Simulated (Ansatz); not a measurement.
Reaction (formal exchange of groups at the Si–C bond): `C=C(O)[SiH2]C=O` + `NO` → `N[SiH2]C=O` + `C=C(O)O`

Gas-phase electronic energies from Ansatz, PBE0-D4/def2-TZVP geometries. CCSD(T)/CBS adds triple-zeta CCSD(T) − MP2 to the extrapolated MP2 energy (def2 sets, frozen cores). This one scheme is used for every species. DFT in def2-TZVPP. B3LYP here is the variant with VWN-RPA as its local correlation; programs differ in this. HSE06 is defined as in plane-wave codes. Each species was taken in one conformer, which may not be the lowest.

`C=C(O)[SiH2]C=O`:

```xyz
12

C    -1.121   -1.220    1.063
C    -0.332   -0.838    0.060
O    -0.420   -1.314   -1.213
Si    1.007    0.461    0.254
C     0.588    1.958   -0.888
O     0.715    3.100   -0.528
H    -1.905   -1.963    0.934
H    -0.999   -0.794    2.050
H    -1.136   -1.958   -1.270
H     2.311   -0.087   -0.205
H     1.071    0.913    1.662
H     0.221    1.743   -1.920
```

`NO`:

Cartesian coordinates in Å:
```
N 0.272 0.422 -0.094
O -0.415 -0.780 0.231
H 0.373 0.392 -1.105
H -0.400 1.159 0.098
H 0.171 -1.193 0.871
```

`N[SiH2]C=O`:

Cartesian coordinates in Å:
```
N 1.272 -0.173 -0.704
Si 0.023 -0.638 0.349
C -1.244 0.799 0.189
O -0.986 1.775 -0.475
H 2.181 -0.595 -0.759
H 1.238 0.761 -1.082
H 0.390 -0.760 1.791
H -0.649 -1.914 -0.025
H -2.226 0.745 0.716
```

`C=C(O)O`:

Cartesian coordinates in Å:
```
C 1.071 0.360 0.095
C -0.190 -0.064 0.129
O -0.859 -0.297 1.265
O -0.975 -0.322 -0.943
H 1.604 0.534 1.016
H 1.570 0.535 -0.847
H -1.745 -0.595 1.034
H -0.477 -0.150 -1.748
```

```csv
level,ΔE (kJ/mol),difference from CCSD(T)/CBS
LDA (SPW92),-262.4,-12.1
PBE-D4,-236.1,14.2
revPBE-D4,-230.4,19.9
BLYP-D4,-232.5,17.8
r2SCAN-D4,-256.9,-6.6
PBE0-D4,-249.8,0.5
B3LYP-D4,-245.7,4.6
r2SCAN0-D4,-265.1,-14.8
BHLYP-D4,-260.5,-10.2
CAM-B3LYP-D4,-256.0,-5.7
ωB97X-V,-249.5,0.8
ωB97M-V,-253.5,-3.2
B2PLYP,-252.8,-2.5
PBE-QIDH,-262.4,-12.1
BLYP,-234.9,15.4
r2SCAN,-257.7,-7.4
PBE0,-251.6,-1.3
B3LYP,-248.3,2.0
r2SCANh,-261.1,-10.8
r2SCAN0,-266.0,-15.7
HSE06,-251.3,-1.0
BHLYP,-263.7,-13.4
CAM-B3LYP,-258.1,-7.8
LC-ωPBE,-258.2,-7.9
RPA@PBE/def2-TZVPP,-230.3,20.0
HF/def2-SVP,-268.7,-18.4
MP2/def2-SVP,-257.5,-7.2
CCSD/def2-SVP,-245.4,4.9
CCSD(T)/def2-SVP,-241.4,8.9
HF/def2-TZVPP,-272.3,-22.0
MP2/def2-TZVPP,-260.7,-10.4
SCS-MP2/def2-TZVPP,-253.0,-2.7
CCSD/def2-TZVPP,-251.4,-1.1
CCSD(T)/def2-TZVPP,-247.1,3.2
HF/def2-QZVPP,-273.7,-23.4
MP2/def2-QZVPP,-263.0,-12.7
SCS-MP2/def2-QZVPP,-255.4,-5.1
HF/CBS(def2),-273.9,-23.6
MP2/CBS(def2),-263.9,-13.6
CCSD/CBS(def2),-254.6,-4.3
CCSD(T)/CBS,-250.3,0
```

Largest T1 diagnostic among the species: 0.015.

In def2-TZVPP, CCSD(T) changes the Hartree–Fock value by +25.2 kJ/mol (the triples alone add +4.3 kJ/mol) and MP2 by +11.6 kJ/mol. From r2SCAN to r2SCAN0 (25 % exact exchange), in def2-TZVPP and without D4, ΔE moves by −8.3 kJ/mol.
